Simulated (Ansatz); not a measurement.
```yaml
crystal:
  periodic: [false, false, false]
  atoms:
    - {symbol: C, position_ang: [-1.181866, 1.373741, -0.741438]}
    - {symbol: Ga, position_ang: [-0.488179, -0.377966, -0.144478]}
    - {symbol: C, position_ang: [1.311674, -0.980540, -0.735257]}
    - {symbol: O, position_ang: [0.151373, 0.138696, 1.933072]}
    - {symbol: H, position_ang: [-1.601367, 1.291652, -1.748595]}
    - {symbol: H, position_ang: [-1.975908, 1.736714, -0.085265]}
    - {symbol: H, position_ang: [-0.390278, 2.126089, -0.774846]}
    - {symbol: H, position_ang: [-1.511201, -1.481741, 0.373129]}
    - {symbol: H, position_ang: [1.270242, -1.316118, -1.775832]}
    - {symbol: H, position_ang: [1.688907, -1.821869, -0.147174]}
    - {symbol: H, position_ang: [2.044169, -0.168743, -0.694926]}
    - {symbol: H, position_ang: [-0.365962, -0.419244, 2.522847]}
    - {symbol: H, position_ang: [1.068797, -0.135572, 2.033463]}
basis:
  gaussian: {orbitals: ANO-RCC-VTZP}
hamiltonian: {xc: {name: PBE-QIDH}}
output: {forces: true}
```

```sh
$ ansatz run in.yaml --threads 4 --pin off --events-out ev --progress --plain --max-ram 10444MiB
```

It prints (some lines left out):

```
Functional definition: PBE-QIDH
1508 factors; integrals over basis functions are off by at most 1.0e-3 eV
mean field evaluation 1: about -57129.8034 eV, gradient 5.8e1 eV
mean field evaluation 2: about -57130.0244 eV, gradient 5.8e1 eV
mean field evaluation 4: about -57136.7860 eV, gradient 5.9e0 eV
mean field evaluation 8: about -57136.8413 eV, gradient 6.0e-1 eV
mean field evaluation 16: about -57136.8418 eV, gradient 1.8e-4 eV
mean field -57136.84180011 eV, -2099.7402074117 hartree, gradient 2.8e-6 eV, S^2 0.000000; 0 other end points of the search recorded, 0 dependent functions left out
12 core orbitals not correlated: weight in the atoms' cores, before any rotation towards them, 1.000 or more for the frozen orbitals, at most 0.000 for the correlated occupied ones
reference -57136.84182234 eV, -2099.7402082288 hartree; 18, 18 occupied and 229, 229 virtual orbitals, 1508 factors
second order -34.07694320 eV of doubles, -0.00000000 eV of singles
Total energy: -57148.20080341 eV, -2100.1576430836 hartree
Relativity: scalar
Atom 0 at    -1.181866     1.373741    -0.741438 Å, force     0.053062    -0.121496     0.049147 eV/Å
Atom 1 at    -0.488179    -0.377966    -0.144478 Å, force    -0.054408    -0.061989    -0.068134 eV/Å
Atom 2 at     1.311674    -0.980540    -0.735257 Å, force    -0.119191     0.043601     0.028502 eV/Å
Atom 3 at     0.151373     0.138696     1.933072 Å, force     0.103547    -0.275049     0.129106 eV/Å
Atom 4 at    -1.601367     1.291652    -1.748595 Å, force     0.073037    -0.001550     0.165582 eV/Å
Atom 5 at    -1.975908     1.736714    -0.085265 Å, force     0.133996    -0.067631    -0.100744 eV/Å
Atom 6 at    -0.390278     2.126089    -0.774846 Å, force    -0.127521    -0.131099     0.010371 eV/Å
Atom 7 at    -1.511201    -1.481741     0.373129 Å, force     0.258691     0.283180    -0.125879 eV/Å
Atom 8 at     1.270242    -1.316118    -1.775832 Å, force    -0.007919     0.058902     0.171300 eV/Å
Atom 9 at     1.688907    -1.821869    -0.147174 Å, force    -0.072843     0.142924    -0.083554 eV/Å
Atom 10 at     2.044169    -0.168743    -0.694926 Å, force    -0.128452    -0.129528     0.002632 eV/Å
Atom 11 at    -0.365962    -0.419244     2.522847 Å, force     0.228025     0.184814    -0.186067 eV/Å
Atom 12 at     1.068797    -0.135572     2.033463 Å, force    -0.340024     0.074920     0.007739 eV/Å
Dipole moment:     0.291731    -0.089573     0.579159 e Å
```

Hardware: 4 threads of an Arm Neoverse V2 on a shared host. Wall time 37 s, peak host memory 1.1 GiB.
